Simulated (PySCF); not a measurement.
## Gas-phase XPS of trans-Ti(H2O)2F4, computed

Compound: trans-Ti(H2O)2F4 (singlet state).
Structure used (PBE0-D3(BJ)/def2-SVP), in Å, numbered top down from 1:
```
atom  x, y, z in Å
Ti1   -0.1249   -0.1283   -0.0035
O2    -0.2907    0.1258    2.1199
H3    -1.1088    0.5592    2.3935
H4     0.4750    0.5672    2.5083
O5     0.2338   -0.2342   -2.1220
H6     0.6987   -1.0398   -2.3810
H7     0.6922    0.5427   -2.4659
F8     1.5672   -0.0820    0.5755
F9    -1.8779   -0.1041    0.3018
F10   -0.0847    1.5785   -0.5342
F11   -0.0818   -1.8705   -0.3615
```

Level of theory: PySCF, delta-SCF UKS SCAN, pcX-2 on the ionised atom (unc-x2c-TZVPall on a metal), pcseg-1 elsewhere, spin-free X2C. These are vertical core ionisation energies against the vacuum level, from separate self-consistent calculations with and without the core hole.

Q: Give the core binding energies atom by atom.

A: 
```
   atom(s)    bonded to     level  binding energy (eV)  2p1/2 (eV)  count
       Ti1  4 F and 2 O  Ti 2p3/2               465.17      470.89      1
     O2/O5   2 H and Ti      O 1s               541.35           –      2
F8/F10/F11           Ti      F 1s               690.74           –      3
```

Q: Which photon energy gives electrons from Ti 2p3/2 of Ti1 a kinetic energy of 150 eV, and what is their de Broglie wavelength?

A: hν = 465.17 + 150 = 615.17 eV, recoil neglected; λ = 12.264 Å/√(E/eV) = 1.00 Å.

Topologically equivalent atoms share the value of their first member; where this conformer doesn't relate them by symmetry, their own values could differ. The list is incomplete; no value stands for F 1s of F9. Spin–orbit coupling isn't in the SCF: each 2p doublet comes from a relaxed spin-free hole plus a matrix of the shell (mean-field spin–orbit coupling and the ground-state 2p splitting), with 2p3/2 averaged over its two sublevels. 2p1/2 minus 2p3/2 (ligand field included): Ti 5.71 eV. Satellites of the metal's 2p lines aren't described. Geometry: PBE0-D3(BJ)/def2-SVP; no solvent, vibrations or thermal averaging. Metal 2p energies of this one-determinant scheme are less reliable than its 1s energies.
